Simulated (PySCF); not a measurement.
PySCF input (HF/def2-TZVPD):

```python
from pyscf import gto, scf, dft

mol = gto.M(
    atom='''
    B    -1.57671103    0.08556341   -0.16143477
    Br    0.29141256    0.00806264    0.01389763
    H    -2.31588439   -0.71000955    0.32075689
    ''',
    basis='def2-tzvpd',
    charge=0,
    spin=1,
    verbose=4,
)

mf = scf.UHF(mol).density_fit(auxbasis='def2-universal-jkfit')
mf.conv_tol = 1e-9
mf.max_cycle = 100
mf.max_memory = 1500
mf.kernel()
if not mf.converged:
    mf = mf.newton()
    mf.kernel(mf.make_rdm1())
for _ in range(2):
    mo, _, stable, _ = mf.stability(return_status=True)
    if stable:
        break
    mf.kernel(mf.make_rdm1(mo, mf.mo_occ))
mf.analyze()
```

Output:

```
PySCF version 2.14.0

[INPUT] verbose = 4
[INPUT] num. atoms = 3
[INPUT] num. electrons = 41
[INPUT] charge = 0
[INPUT] spin (= nelec alpha-beta = 2S) = 1
[INPUT] symmetry False subgroup None
[INPUT] Mole.unit = angstrom
[INPUT] Symbol           X                Y                Z      unit          X                Y                Z       unit  Magmom
[INPUT]  1 B     -1.576711030000   0.085563410000  -0.161434770000 AA   -2.979552024281   0.161691411184  -0.305067502282 Bohr   0.0
[INPUT]  2 Br     0.291412560000   0.008062640000   0.013897630000 AA    0.550689927658   0.015236181441   0.026262714481 Bohr   0.0
[INPUT]  3 H     -2.315884390000  -0.710009550000   0.320756890000 AA   -4.376387233255  -1.341723595326   0.606142674667 Bohr   0.0

nuclear repulsion = 58.3444753346958
number of shells = 37
number of NR pGTOs = 175
number of NR cGTOs = 103
basis = def2-tzvpd
ecp = {}

******** <class 'pyscf.df.df_jk.DFUHF'> ********
method = DFUHF
initial guess = minao
damping factor = 0
level_shift factor = 0
DIIS = <class 'pyscf.scf.diis.CDIIS'>
diis_start_cycle = 1
diis_space = 8
diis_damp = 0
SCF conv_tol = 1e-09
SCF conv_tol_grad = None
SCF max_cycles = 100
direct_scf = False
number electrons alpha = 21  beta = 20
Set gradient conv threshold to 3.16228e-05
******** <class 'pyscf.df.df.DF'> ********
auxbasis = def2-universal-jkfit
init E= -2596.6498364008
  alpha nocc = 21  HOMO = -0.0783000330262347  LUMO = 0.0107013048148481
  beta  nocc = 20  HOMO = -0.399448042092368  LUMO = -0.0783000330262382

WARN: HOMO -0.0783000330262347 >= LUMO -0.0783000330262382

cycle= 1 E= -2597.59312731244  delta_E= -0.943  |g|= 0.223  |ddm|= 0.967
  alpha nocc = 21  HOMO = -0.351905473994606  LUMO = 0.0180661330169922
  beta  nocc = 20  HOMO = -0.441249895269967  LUMO = 0.000499714232775617
  HOMO = -0.351905473995  LUMO = 0.000499714232776  gap/eV = 9.58943
cycle= 2 E= -2597.63722618032  delta_E= -0.0441  |g|= 0.105  |ddm|= 0.348
  alpha nocc = 21  HOMO = -0.331286812012605  LUMO = 0.0571273943784955
  beta  nocc = 20  HOMO = -0.440845960897086  LUMO = 0.0364426304502743
  HOMO = -0.331286812013  LUMO = 0.0364426304503  gap/eV = 10.00643
cycle= 3 E= -2597.64626641691  delta_E= -0.00904  |g|= 0.0387  |ddm|= 0.115
  alpha nocc = 21  HOMO = -0.343473657472323  LUMO = 0.0591146658873631
  beta  nocc = 20  HOMO = -0.434652592478416  LUMO = 0.0387430785102119
  HOMO = -0.343473657472  LUMO = 0.0387430785102  gap/eV = 10.40065
cycle= 4 E= -2597.64892602662  delta_E= -0.00266  |g|= 0.0172  |ddm|= 0.0768
  alpha nocc = 21  HOMO = -0.347217858708259  LUMO = 0.0594654295544174
  beta  nocc = 20  HOMO = -0.435541472870316  LUMO = 0.0389809610922232
  HOMO = -0.347217858708  LUMO = 0.0389809610922  gap/eV = 10.50901
[...]
  beta  nocc = 20  HOMO = -0.435880354207376  LUMO = 0.0387302180345266
  HOMO = -0.348536756352  LUMO = 0.0387302180345  gap/eV = 10.53807
Extra cycle  E= -2597.64957692568  delta_E= -6.37e-11  |g|= 3.82e-06  |ddm|= 9.16e-06
converged SCF energy = -2597.64957692568  <S^2> = 0.75576829  2S+1 = 2.00576
uhf_internal: lowest eigs of H = [0.12629302 0.35149114 0.39081929]
<class 'pyscf.df.df_jk.DFUHF'> wavefunction is stable in the internal stability analysis
**** SCF Summaries ****
Total Energy =                       -2597.649576925683505
Nuclear Repulsion Energy =              58.344475334695844
One-electron Energy =                -3731.911259302045892
Two-electron Energy =                 1075.917207041666870
Two-electron Coulomb Energy =         1169.821054216169841
DFT Exchange-Correlation Energy =      -93.903847174502971
HOMO-LUMO gap [eV] =                    10.538071132833309
**** MO energy ****
                             alpha | beta                alpha | beta
MO #1   energy= -490.035539481219  | -490.035259623745  occ= 1 | 1
MO #2   energy= -65.1779568517532  | -65.1777326248183  occ= 1 | 1
MO #3   energy= -58.5328659587459  | -58.5324149899375  occ= 1 | 1
MO #4   energy= -58.5321284248401  | -58.5322220293811  occ= 1 | 1
MO #5   energy= -58.5320138207584  | -58.5313917221499  occ= 1 | 1
MO #6   energy= -9.85144321347778  | -9.85082507425341  occ= 1 | 1
MO #7   energy= -7.69457000152028  | -7.67366124158853  occ= 1 | 1
MO #8   energy= -7.46180593169575  | -7.46103603096979  occ= 1 | 1
MO #9   energy= -7.4582362670204   | -7.4585314071212   occ= 1 | 1
MO #10  energy= -7.45760808800912  | -7.4559659840042   occ= 1 | 1
MO #11  energy= -3.20353362161836  | -3.20324878881996  occ= 1 | 1
MO #12  energy= -3.20197380385718  | -3.20186066662446  occ= 1 | 1
MO #13  energy= -3.20068342283057  | -3.19975116272414  occ= 1 | 1
MO #14  energy= -3.19685077484446  | -3.19648531276493  occ= 1 | 1
MO #15  energy= -3.19674118762253  | -3.1962714712166   occ= 1 | 1
MO #16  energy= -1.04607274404744  | -1.03758567265745  occ= 1 | 1
MO #17  energy= -0.689792293271573 | -0.646404043104688 occ= 1 | 1
MO #18  energy= -0.541697972600618 | -0.519725996834094 occ= 1 | 1
MO #19  energy= -0.469263277003721 | -0.45090689501782  occ= 1 | 1
MO #20  energy= -0.450354598007999 | -0.435880354207376 occ= 1 | 1
MO #21  energy= -0.34853675635215  | 0.0387302180345266 occ= 1 | 0
MO #22  energy= 0.0410660938903895 | 0.0596339294530376 occ= 0 | 0
MO #23  energy= 0.0464645714287379 | 0.0606007129224218 occ= 0 | 0
MO #24  energy= 0.0618292489598778 | 0.0662181026501181 occ= 0 | 0
MO #25  energy= 0.0698455588479035 | 0.0812639666816736 occ= 0 | 0
MO #26  energy= 0.0740450910475414 | 0.091776117218217  occ= 0 | 0
MO #27  energy= 0.122114446993725  | 0.124735541315166  occ= 0 | 0
MO #28  energy= 0.158008680255027  | 0.169154990681237  occ= 0 | 0
MO #29  energy= 0.167917967779462  | 0.172458632152803  occ= 0 | 0
MO #30  energy= 0.172702051096762  | 0.179879610061843  occ= 0 | 0
MO #31  energy= 0.199962063393113  | 0.207345739965284  occ= 0 | 0
MO #32  energy= 0.203924561739002  | 0.207472656045462  occ= 0 | 0
MO #33  energy= 0.227616456729151  | 0.231920509264484  occ= 0 | 0
MO #34  energy= 0.232575497619119  | 0.238592986796668  occ= 0 | 0
MO #35  energy= 0.252600907082339  | 0.256486415875626  occ= 0 | 0
MO #36  energy= 0.259808091309981  | 0.261101367558422  occ= 0 | 0
MO #37  energy= 0.263355193048955  | 0.271458003467841  occ= 0 | 0
MO #38  energy= 0.274395349497261  | 0.27612185178876   occ= 0 | 0
MO #39  energy= 0.277023950729472  | 0.301743833625088  occ= 0 | 0
MO #40  energy= 0.29280920319043   | 0.306314242224412  occ= 0 | 0
MO #41  energy= 0.313190421484588  | 0.331038789406621  occ= 0 | 0
MO #42  energy= 0.357191637831573  | 0.378546820397119  occ= 0 | 0
MO #43  energy= 0.396840731072911  | 0.403428614997185  occ= 0 | 0
MO #44  energy= 0.408591893638952  | 0.412670324840496  occ= 0 | 0
MO #45  energy= 0.422292144890904  | 0.433439517254076  occ= 0 | 0
MO #46  energy= 0.483253081406707  | 0.497493975861989  occ= 0 | 0
MO #47  energy= 0.562890783428573  | 0.579340339116885  occ= 0 | 0
MO #48  energy= 0.574051986967332  | 0.583999351828548  occ= 0 | 0
MO #49  energy= 0.582649443333497  | 0.589349566510323  occ= 0 | 0
MO #50  energy= 0.588593532044721  | 0.598225287081971  occ= 0 | 0
MO #51  energy= 0.608830183123548  | 0.615105429489591  occ= 0 | 0
MO #52  energy= 0.621335444033311  | 0.625851765940634  occ= 0 | 0
MO #53  energy= 0.6364283026985    | 0.641282560765076  occ= 0 | 0
MO #54  energy= 0.689261696134414  | 0.712013672692315  occ= 0 | 0
MO #55  energy= 0.696489910180202  | 0.721800402160933  occ= 0 | 0
MO #56  energy= 0.728024446658216  | 0.748753267658408  occ= 0 | 0
MO #57  energy= 0.822526643010369  | 0.831346695595215  occ= 0 | 0
MO #58  energy= 0.823549418052847  | 0.839860711987625  occ= 0 | 0
MO #59  energy= 0.911660636586001  | 0.931457745767435  occ= 0 | 0
MO #60  energy= 0.975769375054004  | 0.992252317196687  occ= 0 | 0
MO #61  energy= 1.10093223766963   | 1.15810647287349   occ= 0 | 0
MO #62  energy= 1.19188969471594   | 1.20581228397983   occ= 0 | 0
MO #63  energy= 1.26245610179762   | 1.2846234660683    occ= 0 | 0
MO #64  energy= 1.34574543604027   | 1.35810223973924   occ= 0 | 0
MO #65  energy= 1.50765624196516   | 1.51514448116854   occ= 0 | 0
MO #66  energy= 1.61570017310139   | 1.62523997610693   occ= 0 | 0
MO #67  energy= 1.62319868778139   | 1.62675196182382   occ= 0 | 0
MO #68  energy= 1.6533624773764    | 1.66285424172727   occ= 0 | 0
MO #69  energy= 1.66668453261615   | 1.6760671644341    occ= 0 | 0
MO #70  energy= 1.72311107465877   | 1.72917001001917   occ= 0 | 0
MO #71  energy= 1.74944186220794   | 1.75210587389546   occ= 0 | 0
MO #72  energy= 1.77178496604701   | 1.77932093452806   occ= 0 | 0
MO #73  energy= 1.77469302315427   | 1.7814987985732    occ= 0 | 0
MO #74  energy= 1.80611957573347   | 1.81133661294813   occ= 0 | 0
MO #75  energy= 1.85150990762637   | 1.86441668954153   occ= 0 | 0
MO #76  energy= 1.87428350686656   | 1.8825035938166    occ= 0 | 0
MO #77  energy= 1.90599450557601   | 1.90872557230151   occ= 0 | 0
MO #78  energy= 1.96569472459512   | 1.97958204723274   occ= 0 | 0
MO #79  energy= 2.03734703905688   | 2.04358916573574   occ= 0 | 0
MO #80  energy= 2.06382750022678   | 2.07317286691351   occ= 0 | 0
MO #81  energy= 2.0719461561739    | 2.08671434571298   occ= 0 | 0
MO #82  energy= 2.08729532339679   | 2.10092017314893   occ= 0 | 0
MO #83  energy= 2.0878603498843    | 2.11727211400077   occ= 0 | 0
MO #84  energy= 2.12894147292522   | 2.15379229947878   occ= 0 | 0
MO #85  energy= 2.1299043777013    | 2.16655338035347   occ= 0 | 0
MO #86  energy= 2.19025843171203   | 2.21207316665868   occ= 0 | 0
MO #87  energy= 2.21145390134461   | 2.2377668546631    occ= 0 | 0
MO #88  energy= 2.29472378460581   | 2.31828155744953   occ= 0 | 0
MO #89  energy= 2.47384081322157   | 2.48884565603835   occ= 0 | 0
MO #90  energy= 2.66487265765529   | 2.67490612203776   occ= 0 | 0
MO #91  energy= 2.67458992861925   | 2.68726898718591   occ= 0 | 0
MO #92  energy= 2.71919368213451   | 2.72526861462831   occ= 0 | 0
MO #93  energy= 2.97061337033503   | 2.98950236006025   occ= 0 | 0
MO #94  energy= 3.11668397382401   | 3.12454549268526   occ= 0 | 0
MO #95  energy= 3.32356482834657   | 3.33235239449114   occ= 0 | 0
MO #96  energy= 3.52378126119556   | 3.53388420302393   occ= 0 | 0
MO #97  energy= 4.57411061261897   | 4.57501148667659   occ= 0 | 0
MO #98  energy= 4.58151670256483   | 4.58250870228748   occ= 0 | 0
MO #99  energy= 4.63957629624548   | 4.63989898412716   occ= 0 | 0
MO #100 energy= 4.67375457291134   | 4.67578883507091   occ= 0 | 0
MO #101 energy= 4.78633247703594   | 4.78753659054106   occ= 0 | 0
MO #102 energy= 8.30176511734076   | 8.30273794644408   occ= 0 | 0
MO #103 energy= 14.7524064096398   | 14.7719542070521   occ= 0 | 0

[...]
```

It need not be the lowest isomer of its formula.
